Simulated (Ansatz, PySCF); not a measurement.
Caution: the highest occupied level lies above zero, so the state may not be bound. This triplet is an excited state, 1.08 eV above the relaxed singlet at the level composite: frozen-core CCSD(T) with HF/aug-cc-pVQZ and the correlation energy extrapolated as X^-3 from aug-cc-pVTZ and aug-cc-pVQZ, plus CCSDT(Q) minus CCSD(T) in aug-cc-pVDZ // B3LYP-D3(BJ)/def2-TZVPD (Ansatz, a first-principles code).

```xyz
3

F      1.4386    -0.2581     0.0000
Al    -0.0606     0.6028     0.0000
H     -1.3780    -0.3448     0.0000
```

Charge -1, multiplicity 3.

Problem. Give the Mulliken and meta-Löwdin atomic charges from PySCF with PBE-D3(BJ)/def2-TZVPD // B3LYP-D3(BJ)/def2-TZVPD.

Solution. 
| atom | Mulliken (e) | meta-Löwdin (e) |
|---|---|---|
| F1 | -0.39 | -0.60 |
| Al2 | -0.57 | -0.24 |
| H3 | -0.04 | -0.16 |
